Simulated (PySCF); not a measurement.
**EPR parameters of C6H5ClF**

Species: C6H5ClF (doublet state).
Atom-mapped SMILES: `[CH2:1]=[CH:2][C:3]=[C:4]([F:5])[C:6](=[CH2:7])[Cl:8]` (hydrogens: H9, H10 on C1; H11 on C2; H12, H13 on C7)

Cartesian coordinates in Å at the GFN2-xTB level; atoms count from 1:
```
atom  x, y, z in Å
C1     2.758   -0.050   -0.961
C2     1.706   -0.885   -0.682
C3     0.629   -0.543    0.048
C4    -0.428   -0.207    0.727
F5    -0.475   -0.394    2.084
C6    -1.654    0.379    0.185
C7    -2.716    0.713    0.906
Cl8   -1.603    0.615   -1.530
H9     2.776    0.962   -0.597
H10    3.589   -0.388   -1.552
H11    1.726   -1.898   -1.072
H12   -2.721    0.555    1.970
H13   -3.592    1.142    0.457
```

The hyperfine couplings belong to this conformer and change with its torsions.

Theory: UKS B3LYP, pcH-1 on C Cl F H, non-relativistic, mean-field spin-orbit, GIAO (PySCF). Geometry: GFN2-xTB, one conformer, isolated molecule. Couplings are sensitive to structure, and on GFN2-xTB geometries they can be far from those on DFT ones. No stability test was run, so a lower SCF solution isn't excluded. ⟨S²⟩ is 0.780 where a pure state has 0.75.

```
g1, g2, g3                      : 2.00174, 2.00213, 2.00245
g_iso                           : 2.00211
Form of g                       : rhombic: the two nearest values differ by 45 % of g3 − g1
⟨S²⟩                            : 0.7795 (exact 0.7500)
α and β electrons               : 34, 33
HOMO–LUMO gap, α and β orbitals : 4.71, 3.88 eV
```

Hyperfine couplings atom by atom, in mT; T1 to T3 are the principal values of the dipolar part (MHz turned into mT with g_iso):

| atom | isotope | a_iso | of which spin–orbit | T1 | T2 | T3 | Mulliken spin population |
| --- | --- | --- | --- | --- | --- | --- | --- |
| C1 | 13C | 2.16 | 0.00 | -1.88 | -1.83 | 3.71 | 0.69 |
| C2 | 13C | -1.85 | 0.00 | -1.06 | 0.42 | 0.64 | -0.26 |
| C3 | 13C | 2.02 | 0.00 | -2.05 | -1.49 | 3.54 | 0.64 |
| C4 | 13C | -1.11 | 0.00 | -0.44 | 0.14 | 0.30 | -0.06 |
| F5 | 19F | 7.28 | 0.02 | -3.36 | -2.41 | 5.77 | 0.03 |
| C6 | 13C | 1.03 | 0.00 | -0.11 | 0.01 | 0.10 | 0.04 |
| C7 | 13C | 0.06 | 0.00 | -0.18 | 0.06 | 0.12 | -0.03 |
| Cl8 | 35Cl | 0.15 | 0.00 | -0.09 | -0.04 | 0.13 | 0.00 |
| H9 | 1H | -1.48 | 0.00 | -0.79 | -0.08 | 0.86 | -0.03 |
| H10 | 1H | -1.52 | 0.00 | -0.92 | -0.03 | 0.94 | -0.03 |
| H11 | 1H | 0.64 | 0.00 | -0.19 | -0.05 | 0.24 | 0.01 |
| H12 | 1H | 0.11 | 0.00 | -0.05 | -0.04 | 0.09 | 0.00 |
| H13 | 1H | 0.26 | 0.00 | -0.03 | -0.02 | 0.05 | 0.00 |

The largest Mulliken spin populations are on C1 (+0.69), C3 (+0.64), C2 (-0.26) and C4 (-0.06). The positive populations add up to 1.41 and the negative ones to -0.41, together 2S = 1. The angles at C1 add up to 360.0°, so it is planar; its axial dipolar tensor and the negative couplings of its protons fit spin in a p orbital normal to that plane.

Under fast tumbling the dipolar parts average out, and these isotropic splittings remain (the largest six): 1 × 19F (F5, I = 1/2, 2 lines) with 7.28 mT, 1 × 1H (H10, I = 1/2, 2 lines) with 1.52 mT, 1 × 1H (H9, I = 1/2, 2 lines) with 1.48 mT, 1 × 1H (H11, I = 1/2, 2 lines) with 0.64 mT, 1 × 1H (H13, I = 1/2, 2 lines) with 0.26 mT and 1 × 35Cl (Cl8, I = 3/2, 4 lines) with 0.15 mT.

Main isotope only: 35Cl (natural samples also hold 24 % 37Cl, magnetic too, which adds its own pattern).

The 13C coupling of C1 (60.4 MHz) shows only in satellite lines or after enrichment, since that isotope makes up about 1.07 % of natural carbon.

The spin density at the nucleus, in bohr⁻³, is negative for C2 (-0.0462), C4 (-0.0276) and H10 (-0.0096), for instance. A restricted open-shell determinant has no negative spin density anywhere; here it arises because α and β orbitals differ (spin polarisation).
